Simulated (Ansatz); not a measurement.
Series BiX3: r2SCAN-D4/def2-TZVP single points in Ansatz on relaxed structures, gas phase. Core potentials for Bi, I, no spin–orbit coupling. Binding counts from free atoms in the multiplicity of their measured ground term, without zero-point energy. The structures are stationary points that may keep the symmetry of their start. Remarks come from the PBE and PBE0 runs and from stability tests at other levels; not every state was tested. HOMO above LUMO (over both spins in singlets and doublets, within one spin in higher multiplets; at PBE or PBE0), or a gap under 0.15 eV within one spin, warns that the state may not be the lowest or that an electron is smeared out.

```csv
species,atoms,state,geometry,HOMO (eV),LUMO (eV),gap (eV),vertical IE (eV),vertical triplet (eV),binding per atom (eV),point group (within 0.1 Å),remarks
BiI3,4,singlet,PBE-D4/def2-SVP,-6.80,-3.77,3.03,9.00,2.85,1.79,C3v,"gap within one spin near zero at PBE or PBE0 (+1 doublet), gap within one spin near zero at PBE or PBE0 (triplet)"
BiF3,4,singlet,PBE-D4/def2-TZVP,-8.97,-2.31,6.66,12.23,5.89,3.26,C3v,gap within one spin near zero at PBE or PBE0 (triplet)
BiH3,4,singlet,PBE-D4/def2-TZVP,-7.00,-0.67,6.33,10.03,5.25,1.92,–,–
BiCl3,4,singlet,r2SCAN-D4/def2-SVP,-7.96,-3.11,4.85,10.57,4.43,2.45,C3v,gap within one spin near zero at PBE or PBE0 (+1 doublet)
BiMe3 (C3H9Bi),13,singlet,PBE0-D4/def2-SVP,-5.85,-0.28,5.57,8.43,4.72,3.58,–,–
```

The gap (eV) runs from 3.03 (BiI3) to 6.66 (BiF3). The vertical IE (eV) runs from 8.43 (BiMe3) to 12.23 (BiF3). The vertical triplet (eV) runs from 2.85 (BiI3) to 5.89 (BiF3).
